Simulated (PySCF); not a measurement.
All values below come from PySCF 2.14.0 with TPSSh-D3(BJ)/def2-TZVP // BP86-D3(BJ)/def2-SVP. All species are isolated molecules in the gas phase. One relaxed conformer stands for a flexible species; it need not be the lowest. 

Reference species: [Ti(OH)4] (neutral, multiplicity 1).

- coordination number: 4
- charge on the central atom (Mulliken): 1.50 e
- LUMO: -1.81 eV

Changed species: [Ta(=O)(OH)3] (M = Ta, oxo; the reference has M = Ti).

Q: What does the change do to the coordination number, charge on the central atom (Mulliken) and LUMO?

A: the coordination number is nearly the same; the charge on the central atom (Mulliken) goes up by 0.04 e, to 1.54 e; the LUMO goes up by 1.12 eV, to -0.69 eV.
